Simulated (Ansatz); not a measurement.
Isomers of CH$_{4}$Br$_{2}$Si, relaxed with PBE0-D4/def2-TZVP in Ansatz; electronic energies, one conformer each and not always the lowest. Functionals use def2-TZVPP; CBS adds triple-zeta CCSD(T) − MP2 to the MP2 limit of def2-TZVPP and def2-QZVPP.

Outer-core shells of Br are correlated without core-valence functions. Scalar relativity is left out up to krypton. Spin–orbit coupling is left out.

Q: Order them by energy at frozen-core CCSD(T)/CBS, lowest first. (Best estimate.)
A. `BrC[SiH2]Br`
B. `C[SiH](Br)Br`
C. `[SiH3]C(Br)Br`

A: B (0.0 kJ/mol), A (162.2 kJ/mol), C (328.5 kJ/mol).

Q: How do PBE0-D4, PBE-D4, r2SCAN-D4, MP2/CBS(def2) place them (kJ/mol, against `C[SiH](Br)Br`)? (Estimate.)

A: Ansatz gave: 
```csv
isomer,PBE0-D4,PBE-D4,r2SCAN-D4,MP2/CBS(def2)
`BrC[SiH2]Br`,163.8,158.9,166.3,169.3
`[SiH3]C(Br)Br`,332.2,318.1,335.4,337.4
```
